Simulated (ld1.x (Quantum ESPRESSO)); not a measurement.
**tungsten: excitation energies, all-electron against TM**

| Property | Result |
| --- | --- |
| Element | tungsten |
| Generator | ld1.x (Quantum ESPRESSO) 7.5 |
| Type | norm-conserving Troullier–Martins (Kleinman–Bylander form) |
| Functional | PBEsol |
| Relativity | fully relativistic |
| Frozen core | [Xe] 4f14 |
| Valence charge | 6 |
| Reference configuration | 5d5 6s1 6p0 |
| Partial waves | 6s (bound): rc 2.85 bohr; 6p (bound, empty): rc 3.95 bohr; 5d (bound): rc 1.50 bohr |
| Local potential | all-electron potential smoothed inside 2.05 bohr (lloc = -1) |
| Core correction | a·sin(br)/r model core inside 1.82 bohr |

Open shells are filled in proportion to 2j + 1 (rel_dist='average').

Energies are relative to the spin-unpolarised reference configuration 5d5 6s1 6p0; without spin polarisation the order of configurations can differ from experiment. Not all tests gave a result: 2 of 7 tests not solved or not reliable. Left out of the table: 5d4 6s1 6p1 (solver errors, printed error -970 meV); 5d4 6s0 6p1 (solver errors, printed error -1.1 eV).

```json
{"valence configuration": "5d4 6s2 6p0", "charge": "0", "ΔE all-electron (eV)": "-1.537", "error AE − PS (meV)": "-41"}
{"valence configuration": "5d4 6s1 6p0", "charge": "+1", "ΔE all-electron (eV)": "7.393", "error AE − PS (meV)": "-25"}
{"valence configuration": "5d4 6s0 6p0", "charge": "+2", "ΔE all-electron (eV)": "23.090", "error AE − PS (meV)": "-41"}
```

What are ΔE and the potential's error for 5d4 6s1.5 6p0?

ΔE = 2.118 eV all-electron; the error (AE − PS) is -31 meV.

What are ΔE and the potential's error for 5d3 6s0 6p0?

ΔE = 48.485 eV all-electron; the error (AE − PS) is -270 meV.

Levels in the configuration 5d3 6s0 6p0:

```tsv
level	all-electron (eV)	pseudo (eV)
5d j=3/2	-31.684	-32.084
5d j=5/2	-30.718	-31.105
```

These tests converged, but a pseudo level misses the all-electron one widely, so the file describes the atom poorly there or has found another state: 5d3 6s0 6p0: empty 6p by 3.3 eV (a node warning on the way).

Note: ghost state, extra bound levels that the all-electron valence spectrum of the same l lacks: s at -34.0 eV. A true bound ghost makes a file unfit for plane-wave use.
